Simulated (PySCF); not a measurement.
## Electron correlation in Ti (titanium, neutral)

[Ar] 3d2 4s1 5s1, high-spin 5F determinant (an excited configuration). Calculation: PySCF 2.14, in aug-cc-pVDZ-DK; the spin-free X2C one-electron Hamiltonian (Gaussian nucleus). Frozen: [Ar]; 4 electrons correlated.

```
  level  correlation energy (mhartree)
   CCSD                         -16.04
    (T)                          -0.17
CCSD(T)                         -16.21
```

Diagnostics: T1 = 0.016, D1 = 0.0421, largest double amplitude 0.061.

The outer electron is Rydberg-like, and this basis confines it to a smaller radius and binds it less than a complete one would.

Cost of the coupled-cluster step: of the order of 3 core-seconds, for 4 correlated electrons.
